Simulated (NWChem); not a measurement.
# CH$_{3}$AlClI; SMILES [Al]([Cl])([CH3])[I]

Results from NWChem. Coordinates come from a PBE0/def2-SVP optimisation. Not confirmed as a minimum by frequencies. def2 effective core potentials on I; no spin-orbit coupling. Ions are spin-unrestricted doublets at the neutral geometry; other ion states weren't tried.

Estimate the computed values for PBE/def2-SVP. Quantities: −ε(HOMO) (eV).


| Item | Result |
|---|---|
| −ε(HOMO) (eV) | 6.56 |
